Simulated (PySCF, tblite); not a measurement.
Isomers of C4H13P3Si, one GFN2-xTB conformer each. Single-point energies are computed at PBE0/pcSseg-1 (PySCF, gas phase, no added dispersion term), electronic only.

| SMILES | GFN2-xTB relative energy (kJ/mol) |
| --- | --- |
| CC(C)(C)p1[pH]p1[SiH3] | 0.0 |
| CC[C@H](C)p1[pH]p1[SiH3] | 8.8 |

Conformers: `[CH3:1][CH2:2][C@H:3]([CH3:4])[p:5]1[pH:6][p:7]1[SiH3:8]` with C1–C2–C3–C4 -66°, C2–C3–P5–P6 -143°.

Problem. What does PBE0/pcSseg-1 give for the same structures?

Solution. 
| SMILES | PBE0/pcSseg-1 E (Eh) | PBE0/pcSseg-1 (kJ/mol) | GFN2-xTB (kJ/mol) | point group |
| --- | --- | --- | --- | --- |
| CC[C@H](C)p1[pH]p1[SiH3] | -1473.04069 | 0.0 | 8.8 | C1 |
| CC(C)(C)p1[pH]p1[SiH3] | -1473.04057 | 0.3 | 0.0 | C1 |

GFN2-xTB puts CC(C)(C)p1[pH]p1[SiH3] lowest instead. Neighbours under 10 kJ/mol apart (CC[C@H](C)p1[pH]p1[SiH3] and CC(C)(C)p1[pH]p1[SiH3]) can change places with a better method, another conformer or zero-point energy.

Problem. Which frontier levels, dipoles and rotational constants go with these structures?

Solution. 
```csv
SMILES,"HOMO (eV, PBE0/pcSseg-1)",LUMO (eV),dipole (D),"A, B, C (MHz)"
CC[C@H](C)p1[pH]p1[SiH3],-7.03,-0.69,0.74,"1745, 585.8, 506.3"
CC(C)(C)p1[pH]p1[SiH3],-6.96,-0.66,0.77,"1817, 666.2, 603.7"
```

Problem. What happens when harmonic zero-point energies from GFN2-xTB frequencies are added?

Solution. 
```
                  SMILES  ZPE (kJ/mol)  electronic (kJ/mol)  with ZPE (kJ/mol)
CC[C@H](C)p1[pH]p1[SiH3]         412.3                  0.0                1.3
  CC(C)(C)p1[pH]p1[SiH3]         410.7                  0.3                0.0
```

The zero-point energies span 1.6 kJ/mol. CC(C)(C)p1[pH]p1[SiH3] becomes the lowest.
